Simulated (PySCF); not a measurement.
Species: SnMe4, C4H12Sn.
Bonds: Sn1–C2, Sn1–C6, Sn1–C10, Sn1–C14. Hydrogens: H3, H4, H5 on C2; H7, H8, H9 on C6; H11, H12, H13 on C10; H15, H16, H17 on C14.

Method: PySCF 2.14.0, PBE0-D3(BJ)/def2-SVP geometry optimisation, gas phase, def2 core potentials past Kr; density fitting, grid level 1; the optimiser is geomeTRIC in internal coordinates, started from a GFN2-xTB structure with every atom displaced at random (about 0.03 Å).

At the end of the run (lengths in Å): Sn1–C10 2.157, C2–H4 1.100, C14–H15 1.100, C10–H13 1.100, Sn1–C6 2.157, Sn1–C14 2.157, Sn1–C2 2.157, C2–Sn1–C6 109.3°, H15–C14–Sn1–C2 54°.

**Question.** These geometries were met on the way; a selection of coordinates is given. Order them by energy above the end point, lowest first.
A. Sn1–C10 2.279, C2–H4 1.163, C14–H15 1.046, C10–H13 1.147, Sn1–C6 2.133, Sn1–C14 2.180, Sn1–C2 2.178, C2–Sn1–C6 112.6°, H15–C14–Sn1–C2 47°
B. Sn1–C10 2.178, C2–H4 1.094, C14–H15 1.103, C10–H13 1.095, Sn1–C6 2.156, Sn1–C14 2.160, Sn1–C2 2.159, C2–Sn1–C6 110.6°, H15–C14–Sn1–C2 52°
C. Sn1–C10 2.117, C2–H4 1.095, C14–H15 1.098, C10–H13 1.098, Sn1–C6 2.151, Sn1–C14 2.153, Sn1–C2 2.155, C2–Sn1–C6 111.5°, H15–C14–Sn1–C2 50°
D. Sn1–C10 2.157, C2–H4 1.100, C14–H15 1.100, C10–H13 1.100, Sn1–C6 2.157, Sn1–C14 2.157, Sn1–C2 2.157, C2–Sn1–C6 109.3°, H15–C14–Sn1–C2 54°

**Answer.** D (0.000 eV), B (0.010 eV), C (0.044 eV), A (0.400 eV).

```tsv
step	E above end (eV)	rms distance from the end, all atoms (Å)	largest force (eV/Å)	rms shift of all bonds from the end (Å)
6	0.000	0.000	under 0.02	0.000
2	0.010	0.028	0.387	0.006
1	0.044	0.054	0.633	0.010
0	0.400	0.062	2.668	0.041
```

Rows stand in the order of the answer.
